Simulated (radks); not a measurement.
Radial electron density D(r) = 4 pi r^2 rho(r) of an atom or ion with 42 electrons. All-electron calculation, Dirac Kohn-Sham, LDA (Slater exchange, VWN5 correlation), spin-unpolarised, spherical densities, finite nucleus; Fermi nuclear charge, rms radius of each element as measured or else 0.836 A^(1/3) + 0.57 fm. Program: a radial shooting solver on a logarithmic mesh with Libxc functionals.

```
   r/bohr * D(r) (the largest magnitude, 69.3, reaches the edge; | marks zero)
 0.002567 |   *
 0.003343 |     *
 0.004387 |         *
 0.005713 |             *
 0.007499 |                   *
 0.009764 |                          *
  0.01282 |                                  *
  0.01669 |                                        *
  0.02191 |                                            *
  0.02852 |                                           *
  0.03744 |                                       *
  0.04875 |                                     *
  0.06399 |                                          *
  0.08332 |                                                  *
   0.1094 |                                                      *
   0.1424 |                                              *
   0.1869 |                                    *
   0.2434 |                                     *
   0.3195 |                                          *
   0.4194 |                                 *
   0.5461 |                 *
   0.7168 |          *
   0.9333 |          *
    1.225 |        *
    1.595 |    *
    2.094 | *
    2.726 |*
    3.579 *
     4.66 *
```

What is the nuclear charge?

Answer. Z = 44. The innermost maximum, from 1s, lies near gamma/Z bohr with gamma = sqrt(1 - (Z/c)^2) = 0.947, here 0.0215 bohr (found: 0.0235), and its height grows with Z. The density is that of the ruthenium ion Ru2+ in [Kr] 4d6; the configuration itself is not fixed sharply by these data, and Z only to a few units. D(r) has 4 maxima, at r = 0.0235, 0.103, 0.317, 0.941 bohr, and minima at 0.0472, 0.206, 0.752 bohr, inside which lie 2.05, 11.12, 29.16 electrons.
